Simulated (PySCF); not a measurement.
Ga(CF3)(H)2 (CH2F3Ga), SMILES F[C](F)(F)[GaH2].

Geometry optimised at PBE-D3(BJ)/def2-SVP. The structure was generated by enumeration; whether it is a known compound was not checked.

Level of theory: PBE-D3(BJ)/def2-SVP in PySCF.

Frequencies are harmonic and unscaled.

```json
[
 {"mode": "1", "ν (cm⁻¹)": "35", "IR (km/mol)": "0.2", "moving atoms (share of kinetic energy)": "H 93 %"},
 {"mode": "2", "ν (cm⁻¹)": "138", "IR (km/mol)": "3.0", "moving atoms (share of kinetic energy)": "F 78 %, C 11 %"},
 {"mode": "3", "ν (cm⁻¹)": "182", "IR (km/mol)": "1.3", "moving atoms (share of kinetic energy)": "F 72 %, H 15 %"},
 {"mode": "4", "ν (cm⁻¹)": "285", "IR (km/mol)": "18.8", "moving atoms (share of kinetic energy)": "F 49 %, Ga 47 %"},
 {"mode": "5", "ν (cm⁻¹)": "430", "IR (km/mol)": "35.4", "moving atoms (share of kinetic energy)": "H 62 %, F 34 %"},
 {"mode": "6", "ν (cm⁻¹)": "490", "IR (km/mol)": "8.5", "moving atoms (share of kinetic energy)": "F 87 %"},
 {"mode": "7", "ν (cm⁻¹)": "518", "IR (km/mol)": "16.2", "moving atoms (share of kinetic energy)": "F 69 %, H 22 %"},
 {"mode": "8", "ν (cm⁻¹)": "590", "IR (km/mol)": "90.8", "moving atoms (share of kinetic energy)": "H 84 %, F 9 %"},
 {"mode": "9", "ν (cm⁻¹)": "696", "IR (km/mol)": "12.3", "moving atoms (share of kinetic energy)": "F 77 %, H 13 %, C 9 %"},
 {"mode": "10", "ν (cm⁻¹)": "710", "IR (km/mol)": "143.1", "moving atoms (share of kinetic energy)": "H 85 %, F 11 %"},
 {"mode": "11", "ν (cm⁻¹)": "1050", "IR (km/mol)": "208.5", "moving atoms (share of kinetic energy)": "C 71 %, F 29 %"},
 {"mode": "12", "ν (cm⁻¹)": "1094", "IR (km/mol)": "184.0", "moving atoms (share of kinetic energy)": "C 73 %, F 27 %"},
 {"mode": "13", "ν (cm⁻¹)": "1151", "IR (km/mol)": "194.1", "moving atoms (share of kinetic energy)": "C 76 %, F 23 %"},
 {"mode": "14", "ν (cm⁻¹)": "1928", "IR (km/mol)": "67.4", "moving atoms (share of kinetic energy)": "H 99 %"},
 {"mode": "15", "ν (cm⁻¹)": "1950", "IR (km/mol)": "206.0", "moving atoms (share of kinetic energy)": "H 98 %"}
]
```
